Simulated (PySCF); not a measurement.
C2H6F2Si. Atoms are numbered in the order given.

```xyz
11

C      1.9463    -0.5565    -0.6552
Si     0.3853     0.3490    -0.1965
F      0.5606     0.9550     1.3075
C     -1.0851    -0.8367    -0.1864
F     -2.2710    -0.1557    -0.0096
H      2.8174     0.1124    -0.5818
H      1.8957    -0.9329    -1.6892
H      2.1203    -1.4129     0.0148
H      0.0981     1.4953    -1.1019
H     -1.1274    -1.3968    -1.1400
H     -0.9724    -1.5867     0.6184
```
Charge 0, spin multiplicity 1.

Coordinates come from a PBE0-D3(BJ)/def2-SVP optimisation. The structure was generated by enumeration; whether it is a known compound was not checked. Other conformers were not sampled.

These are PBE0/pcSseg-1 run with PySCF values and carry that method's errors.

GIAO shieldings, no solvent; atoms listed in one row are averaged. δ = σ(ref) − σ: ¹³C against TMS (σ = 186.3 ppm); ²⁹Si against TMS (σ = 352.7 ppm); ¹⁹F against CFCl3 (σ = 167.2 ppm); ¹H against TMS (σ = 31.56 ppm), references at their B3LYP-D3(BJ)/def2-TZVP geometries, non-relativistic.

| nucleus | atoms | count | δ (ppm) |
|---|---|---|---|
| ¹³C | C4 | 1 | 80.4 |
| ¹³C | C1 | 1 | -2.5 |
| ²⁹Si | Si2 | 1 | 23.1 |
| ¹⁹F | F3 | 1 | -212.4 |
| ¹⁹F | F5 | 1 | -309.2 |
| ¹H | H9 | 1 | 5.59 |
| ¹H | H11 | 1 | 4.91 |
| ¹H | H10 | 1 | 4.42 |
| ¹H | H6, H7, H8 | 3 | 0.51 |
